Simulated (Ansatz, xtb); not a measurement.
## Two isomers of C3H2F2N2Se

Structure a is `FC(F)c1cn[se]n1`, a singlet and structure b is `FCc1n[se]c(F)n1`, a singlet. Both are isolated molecules in the gas phase, relaxed with B3LYP-D3(BJ)/def2-SVP; the shapes shown needn't be the lowest conformers.

a (Å):

```xyz
10

C    -1.7314   -1.1456   -0.7737
C    -0.8602   -0.0076   -0.3134
C    -1.2472    1.3856   -0.4408
F    -2.9328   -1.0879   -0.1392
F    -1.9741   -1.0264   -2.1064
N    -0.3942    2.2686   -0.0019
N     0.3031   -0.2487    0.2276
Se    1.0445    1.3568    0.6425
H    -1.2596   -2.1209   -0.5745
H    -2.1973    1.7104   -0.8770
```

b (Å):

| atom | x (Å) | y (Å) | z (Å) |
| --- | --- | --- | --- |
| C | -2.8925 | -1.2932 | -0.2317 |
| C | -1.5207 | -0.7458 | 0.0543 |
| C | -0.1144 | 0.3663 | 1.3063 |
| F | -3.8189 | -0.2758 | -0.2632 |
| F | 0.3505 | 1.0712 | 2.3101 |
| N | -0.5494 | -0.9655 | -0.7926 |
| N | -1.3300 | -0.0248 | 1.2153 |
| Se | 0.9726 | -0.1803 | -0.1447 |
| H | -2.8747 | -1.8143 | -1.2006 |
| H | -3.1788 | -2.0010 | 0.5660 |

Quicker runs give these differences E(b) − E(a): GFN2-xTB −6.9 kJ/mol; HF/STO-3G −27.0 kJ/mol (at GFN2-xTB geometries); r2SCAN-D4/def2-SVP +1.3 kJ/mol (at GFN2-xTB geometries).

Estimate which is lower in electronic energy at CCSD(T)/def2-SVP + ΔMP2/def2-TZVPP, and by roughly how much.

The CCSD(T)/def2-SVP + ΔMP2/def2-TZVPP calculation puts structure a lower, by 16.0 kJ/mol.

How the difference moves with the method:

```json
{"level": "GFN2-xTB", "geometry": "GFN2-xTB", "E(b) − E(a) (kJ/mol)": "−6.9", "departure from the last row (kJ/mol)": "−22.9", "job, with rough time for the two": "optimisation, 0.4 s"}
{"level": "HF/STO-3G", "geometry": "GFN2-xTB", "E(b) − E(a) (kJ/mol)": "−27.0", "departure from the last row (kJ/mol)": "−43.0", "job, with rough time for the two": "single point, 1.2 s"}
{"level": "r2SCAN-D4/def2-SVP", "geometry": "GFN2-xTB", "E(b) − E(a) (kJ/mol)": "+1.3", "departure from the last row (kJ/mol)": "−14.7", "job, with rough time for the two": "single point, 5 s"}
{"level": "B3LYP-D3(BJ)/def2-SVP", "geometry": "B3LYP-D3(BJ)/def2-SVP", "E(b) − E(a) (kJ/mol)": "+4.5", "departure from the last row (kJ/mol)": "−11.5", "job, with rough time for the two": "optimisation, 1.7 min"}
{"level": "HF/def2-SVP", "geometry": "B3LYP-D3(BJ)/def2-SVP", "E(b) − E(a) (kJ/mol)": "−3.9", "departure from the last row (kJ/mol)": "−20.0", "job, with rough time for the two": "part of the CCSD(T) run"}
{"level": "MP2/def2-SVP", "geometry": "B3LYP-D3(BJ)/def2-SVP", "E(b) − E(a) (kJ/mol)": "+16.7", "departure from the last row (kJ/mol)": "+0.7", "job, with rough time for the two": "part of the CCSD(T) run"}
{"level": "CCSD(T)/def2-SVP", "geometry": "B3LYP-D3(BJ)/def2-SVP", "E(b) − E(a) (kJ/mol)": "+11.1", "departure from the last row (kJ/mol)": "−4.9", "job, with rough time for the two": "single point"}
{"level": "CCSD(T)/def2-SVP + ΔMP2/def2-TZVPP", "geometry": "B3LYP-D3(BJ)/def2-SVP", "E(b) − E(a) (kJ/mol)": "+16.0", "departure from the last row (kJ/mol)": "", "job, with rough time for the two": "single point, 2.4 min"}
```

As drawn, b has 1 C∷N, 1 C∷Se in place of 1 C∷C, 1 N∷Se (∷ is an aromatic bond).

GFN2-xTB, HF/STO-3G, HF/def2-SVP put the two in the other order. r2SCAN-D4/def2-SVP finds them nearly level. The largest departure from CCSD(T)/def2-SVP + ΔMP2/def2-TZVPP is that of HF/STO-3G, 43.0 kJ/mol. The last row adds to CCSD(T) the change of the MP2 difference between the two basis sets, here +4.9 kJ/mol.

With thermal terms from frequencies at re-optimised GFN2-xTB minima (ideal gas, soft modes damped towards free rotors, one conformer each, 298.15 K, 1 atm): on the last row, ΔE + ΔZPE = +16.9, ΔH = +17.5, ΔG = +16.3 kJ/mol.

The correlated steps freeze 16 core orbitals; the filled d shell of Se is correlated, in a basis made for valence electrons. Run with Ansatz 0.2.0, xtb 6.7.1; the last row on 2 threads of Intel(R) Xeon(R) Processor @ 2.70GHz on a shared host.
